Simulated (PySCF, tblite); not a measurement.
Calculations on `F[C@]1([GeH3])CC[Se]1`, in the order of a workflow; each names the level of the geometry that it ran on. Settings lines and outputs come from a driver script.

Species: C₃H₇FGeSe.
SMILES with atom numbers: `[F:1][C@:2]1([GeH3:3])[CH2:4][CH2:5][Se:6]1` (hydrogens: H7, H8, H9 on Ge3; H10, H11 on C4; H12, H13 on C5)

Step 1: GFN2-xTB geometry optimisation, gas phase (tblite 0.8.0) (from a force-field or distance-geometry start)
```json
{"job": {"kind": "relax", "xc": "GFN2-xTB", "basis": "xTB"}, "charge": 0, "multiplicity": 1}
```
```
step      E/eV     max force
  0    -537.55896    2.478
  1    -537.80940    1.419
  2    -538.04324    1.104
...
126    -538.49694    0.014
127    -538.49698    0.014
128    -538.49701    0.016
129    -538.49704    0.013
130    -538.49706    0.007
```

Energy lowered by 21.6 kcal/mol over 130 steps; largest atomic force 0.007 eV/Å at the end. «max force» is the largest atomic force in eV/Å.

Hardware: an Arm Neoverse N1 with one thread, on a shared host. Cost: 1.3 s wall.

Step 2: GFN2-xTB harmonic vibrations, gas phase (tblite 0.8.0) (on the GFN2-xTB geometry)
```json
{"job": {"kind": "ir", "xc": "GFN2-xTB", "basis": "xTB"}, "charge": 0, "multiplicity": 1}
```
```
(table of modes left out)
```

33 modes from 84 to 2998 cm⁻¹ (unscaled, harmonic); zero-point energy 52.9 kcal/mol; all wavenumbers are real at this level.

On one thread, Arm Neoverse N1 (aarch64), shared host, this took 0.63 s of wall time.

Step 3: TDDFT wB97X-D/def2-SVPD, vertical, gas phase, core orbitals frozen in the response (PySCF 2.14.0, density-fitted response routines) (on the GFN2-xTB geometry)
```json
{"job": {"kind": "uv", "xc": "wB97X-D", "basis": "def2-SVPD", "nstates": 8, "ntriplets": 3}, "charge": 0, "multiplicity": 1}
```
```
...
Static polarisability (au): isotropic 92.276, principal 80.574 91.000 105.256
Singlet excitations
state   eV       nm        f      main configurations
  1   3.8053    325.8   0.00103   H->L 0.94
  2   5.7657    215.0   0.02786   H->L+1 0.67, H->L+2 0.18
  3   6.0542    204.8   0.07489   H-1->L 0.87
  4   6.3961    193.8   0.02644   H->L+2 0.44, H->L+3 0.37
  5   6.6038    187.7   0.03988   H-2->L 0.74, H->L+4 0.14
  6   6.6665    186.0   0.06936   H->L+4 0.68, H-2->L 0.14
  7   7.1088    174.4   0.03326   H->L+3 0.41, H->L+2 0.24, H->L+1 0.16
  8   7.3281    169.2   0.00128   H->L+5 0.78
Triplet excitations (Tamm-Dancoff, eV): 3.3653 5.0642 5.2511
```

HOMO -8.25 eV, LUMO 0.69 eV; lowest singlet 3.81 eV; lowest triplet 3.37 eV (Tamm–Dancoff); mean polarisability 92.3 au.

Time: 97 s of wall time; peak memory 0.93 GiB. Hardware: one thread, Arm Neoverse N1 (aarch64), shared host with 64 logical CPUs at a one-minute load of 60.

Geometry of the electronic-property runs (GFN2-xTB):
```
atom  x, y, z in Å
F1     0.7578   -0.1087    2.0044
C2     0.3209   -0.2171    0.7040
Ge3    1.8897    0.0635   -0.4855
C4    -0.9256    0.6156    0.4312
C5    -1.7084   -0.4163   -0.3742
Se6   -0.6615   -1.9356    0.3561
H7     2.4342    1.4309   -0.2238
H8     2.9207   -0.9711   -0.1993
H9     1.4373   -0.0327   -1.9044
H10   -0.7303    1.5566   -0.0915
H11   -1.4251    0.8379    1.3757
H12   -2.7733   -0.4825   -0.1617
H13   -1.5408   -0.3402   -1.4486
```

 (This holds for the electronic-property runs.)

One conformer stands for the species.

The pairwise dispersion term of wB97X-D wasn't added to the energies; at a given geometry it leaves orbitals and properties as they are.
